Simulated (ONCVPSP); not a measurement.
Ge (Z = 32), ONCV: configuration errors across variants

ONCVPSP 4.0.1 input, shortened (lines: element, Z, core and valence counts, functional; n l f; lmax; l rc ep ncon nbas qcut; lloc lpopt rc5 dvloc0; l nproj debl; icmod fcfact rcfact), LDA (Perdew-Wang 92), scalar-relativistic:

```
  Ge 32.00    5    3  -001012      upf
    1    0    2.00
    2    0    2.00
    2    1    6.00
    3    0    2.00
    3    1    6.00
    3    2   10.00
    4    0    2.00
    4    1    2.00
    2
    0    1.90    0.00    5    9    2.70
    1    2.30    0.00    3    7    4.20
    2    0.90    0.00    4    9   14.20
    4    5    0.85    2.00
    0    2    2.60
    1    3    0.90
    2    2    1.70
    0    0.00    0.00
```

All-electron excitation energies from the reference (eV): (1) 3d10 4s2 4p1 7.630; (2) 3d10 4s2 4p0 23.340; (3) 3d10 4s1 4p0 58.555; (4) 3d9 4s2 4p2 38.952.

A true bound ghost makes a file unfit for plane-wave use even where its test errors are small: the radial tests pick states by their node count and pass the ghost by.

Errors AE − PS in meV (a dash: test not solved or not reliable):

```csv
change,(1),(2),(3),(4),bound ghosts,GHOST(+) flags above zero
base,-2.5,-16,-28,-246,s,p
"local potential polynomial inside 0.85 bohr (lpopt 5, dvloc0 -2 Ha)",-1.9,-12,-22,-229,s,p
"local potential polynomial inside 0.85 bohr (lpopt 5, dvloc0 -1.5 Ha)",-1.9,-12,-22,-230,s,p
"local potential polynomial inside 0.85 bohr (lpopt 5, dvloc0 1.5 Ha)",-2.1,-14,-25,-241,s,p
"local potential polynomial inside 0.85 bohr (lpopt 5, dvloc0 2.5 Ha)",–,–,–,–,none,p
"local potential polynomial inside 0.85 bohr (lpopt 5, dvloc0 4.5 Ha)",-1.7,-11,-18,-196,none,"s, p"
"local potential polynomial inside 0.85 bohr (lpopt 5, dvloc0 5.5 Ha)",-1.8,-11,-19,-209,none,"s, p"
"local potential polynomial inside 0.85 bohr (lpopt 5, dvloc0 6.5 Ha)",-1.8,-11,-19,-214,none,"s, p"
"local potential polynomial inside 0.85 bohr (lpopt 5, dvloc0 8 Ha)",-1.8,-11,-20,-218,none,"s, p"
"local potential polynomial inside 0.85 bohr (lpopt 5, dvloc0 9.5 Ha)",-1.8,-11,-20,-220,none,"s, p"
```

Give the same row for: local potential polynomial inside 0.85 bohr (lpopt 5, dvloc0 0 Ha).

-2.0, -13, -23, -233; bound ghosts: s; GHOST(+) flags above zero: p.
